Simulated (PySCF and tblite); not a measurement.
The numbers below are computed, except where a source is named.
C5H10O2, numbered as in [CH3:1][CH:2]1[CH2:3][O:4][CH2:5][O:6][CH2:7]1.

Search: ETKDG and KDG, MMFF94s, GFN2-xTB, 90 starts; geometries at PBE0-D3(BJ)/def2-SVP. Energies: PBE0-D3(BJ)/def2-TZVP, with GFN2-xTB thermal terms (modes under about 100 cm⁻¹ blended into free rotors). Symmetry numbers and mirror images are counted. Conformers within 4 kcal/mol (GFN2-xTB free energy) were kept, 7 at most. Of two unlike H on one atom, a is the less shielded (PBE0/pcSseg-1). (PySCF 2.14, tblite 0.8.)

An NOE distance is ⟨r⁻⁶⟩^(−1/6) over all pairs of like atoms and, for the average, over conformers.

The 6-ring runs over atoms 2–3–4–5–6–7. Of a mirror pair one member is shown.

```csv
conformer,shape,weight %
1,6-ring chair (all substituents equatorial),84.6
2,6-ring chair (C1 axial),15.4
3,"6-ring twist-boat (ring torsions -68, 35, 33, -69, 34, 29°)",0.0
4,"6-ring twist-boat (ring torsions -30, -32, 68, -34, -25, 59°)",0.0
```

Problem. Which H–H contacts under 3.5 Å would NOEs report (pairs on one atom left out) at 298.15 K?

Solution. 
```csv
pair,in 1 (Å),in 2 (Å),in 3 (Å),in 4 (Å),average (Å)
H2 ··· H3a/H7a,2.46,2.41,2.35,2.41,2.45
H3b/H7b ··· H5b,2.40,4.03,2.89,3.76,2.47
H1 ··· H2,2.63,2.63,2.63,2.61,2.63
H1 ··· H3b/H7b,2.88,2.87,2.75,2.83,2.88
H2 ··· H3b/H7b,3.06,2.58,2.85,3.04,2.94
H1 ··· H3a/H7a,3.01,3.92,3.48,3.08,3.08
H3a/H7a ··· H5a,4.03,2.39,2.91,2.93,3.15
```

Longer pairs under the limit may be missing.

Problem. Which contact betrays a minor conformer?

Solution. H3a/H7a ··· H5a: 4.03 Å in the leading conformer but 3.15 Å on average, because conformer 2 (15.4 %) brings it to 2.39 Å and r⁻⁶ weighs short distances heavily.

Problem. In a model where alignment follows shape alone (order matrix 0.0005 × (3G/tr G − 1)/2, G the second moments of the atom positions; splitting J + 2D), what are the one-bond C–H dipolar couplings D?

Solution. H1 0.9 Hz (1.1 in conformer 1), H2 3.2 Hz (3.6 in conformer 1), H3b/H7b 3.0 Hz (3.5 in conformer 1), H3a/H7a 0.6 Hz (0.6 in conformer 1), H5b 3.1 Hz (3.5 in conformer 1), H5a -3.1 Hz (-3.7 in conformer 1).
